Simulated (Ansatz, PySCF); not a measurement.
Spin gap between two states, R1 and P1; the higher of the two is an excited state, each structure at its B3LYP-D3(BJ)/def2-TZVP stationary point, reached from a drawn start (curvature not checked).
R1, CH2 (SMILES [CH2]) (charge 0, multiplicity 3):
```xyz
3

C      0.0000     0.0000    -0.2750
H      0.9962     0.0000     0.1375
H     -0.9962     0.0000     0.1375
```
P1, CH2 (SMILES [CH2]) (charge 0, multiplicity 1):
| atom | x (Å) | y (Å) | z (Å) |
|---|---|---|---|
| C | 0.0000 | 0.0000 | -0.4669 |
| H | 0.8620 | 0.0000 | 0.2334 |
| H | -0.8620 | 0.0000 | 0.2334 |

P less R. No zero-point or thermal terms; singlets are restricted closed shells; open shells are unrestricted.

Correlated levels freeze the cores. CBS: X⁻³ extrapolation of the correlation energy, Hartree–Fock from the larger set.

The values were computed with Ansatz (a quantum-chemistry and plane-wave program); PySCF for the D3/D4 terms. Each number belongs to the level named beside it.

| level | spin gap (kJ/mol) |
|---|---|
| PBE-D3(BJ)/def2-TZVPP | 66.9 |
| BLYP-D4/def2-TZVPP | 43.6 |
| r2SCAN-D4/def2-TZVPP | 92.6 |
| PBE0-D4/def2-TZVPP | 74.1 |
| CAM-B3LYP-D3(BJ)/def2-TZVPP | 53.3 |
| MP2/cc-pVQZ | 59.5 |
| SCS-MP2/cc-pVTZ | [?] |
| CCSD(T)/cc-pVTZ | [?] |
| CCSD(T)/CBS(cc-pVTZ, cc-pVQZ) | [?] |

Problem. Fill in the missing entries.

Solution. 
- SCS-MP2/cc-pVTZ, spin gap (kJ/mol): 39.0
- CCSD(T)/cc-pVTZ, spin gap (kJ/mol): 43.2
- CCSD(T)/CBS(cc-pVTZ, cc-pVQZ), spin gap (kJ/mol): 39.0
